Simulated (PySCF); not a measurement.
Molecule: SMILES C1=CC=CC=C1[SiH2]C, C$_{7}$H$_{10}$Si.

Molfile (atoms numbered from 1):
```
C7H10Si
     RDKit          3D

 18 18  0  0  0  0  0  0  0  0999 V2000
    2.6266    0.6438    0.3975 C   0  0  0  0  0  0  0  0  0  0  0  0
    1.5329   -0.7547   -0.2166 Si  0  0  0  0  0  4  0  0  0  0  0  0
   -0.2911   -0.3078   -0.0813 C   0  0  0  0  0  0  0  0  0  0  0  0
   -0.7165    1.0287   -0.0525 C   0  0  0  0  0  0  0  0  0  0  0  0
   -2.0704    1.3529    0.0284 C   0  0  0  0  0  0  0  0  0  0  0  0
   -3.0271    0.3409    0.0822 C   0  0  0  0  0  0  0  0  0  0  0  0
   -2.6242   -0.9941    0.0574 C   0  0  0  0  0  0  0  0  0  0  0  0
   -1.2700   -1.3122   -0.0224 C   0  0  0  0  0  0  0  0  0  0  0  0
    2.3454    0.9431    1.4186 H   0  0  0  0  0  0  0  0  0  0  0  0
    3.6814    0.3298    0.4090 H   0  0  0  0  0  0  0  0  0  0  0  0
    2.5473    1.5265   -0.2556 H   0  0  0  0  0  0  0  0  0  0  0  0
    1.7750   -1.9991    0.5803 H   0  0  0  0  0  0  0  0  0  0  0  0
    1.8770   -1.0695   -1.6409 H   0  0  0  0  0  0  0  0  0  0  0  0
    0.0188    1.8377   -0.0909 H   0  0  0  0  0  0  0  0  0  0  0  0
   -2.3796    2.4008    0.0510 H   0  0  0  0  0  0  0  0  0  0  0  0
   -4.0885    0.5923    0.1470 H   0  0  0  0  0  0  0  0  0  0  0  0
   -3.3699   -1.7917    0.1041 H   0  0  0  0  0  0  0  0  0  0  0  0
   -0.9710   -2.3649   -0.0334 H   0  0  0  0  0  0  0  0  0  0  0  0
  1  2  1  0
  2  3  1  0
  3  4  2  0
  4  5  1  0
  5  6  2  0
  6  7  1  0
  7  8  2  0
  8  3  1  0
  1  9  1  0
  1 10  1  0
  1 11  1  0
  2 12  1  0
  2 13  1  0
  4 14  1  0
  5 15  1  0
  6 16  1  0
  7 17  1  0
  8 18  1  0
M  END
```

Geometry PBE0-D3(BJ)/def2-SVP throughout; GIAO in PySCF 2.14.0 with density-fitted response routines, gas phase, one conformer, non-relativistic; equivalent atoms averaged; basis pcSseg-1.

For orientation, mPW1PW91 gives these absolute shieldings σ: C4/C8 42.9, C3 45.7, C5/C7 50.1, C1 191.5, Si2 391.6, H14/H18 23.70, H16 23.88, H12/H13 26.65, H9/H10/H11 30.81 ppm.

A run gave: C4/C8 36.7, C3 37.6, C5/C7 43.5, C1 183.6, Si2 367.5, H14/H18 23.95, H16 24.16, H12/H13 26.70, H9/H10/H11 30.88 ppm (absolute shieldings σ).

Question: Which functional was used in that run?
A. BP86
B. OPBE
C. BLYP
D. LC-wPBE

Answer: C. C3 tells them apart best: BLYP gives 37.6, OPBE gives 56.6, LC-wPBE gives 45.9, BP86 gives 43.5 ppm.
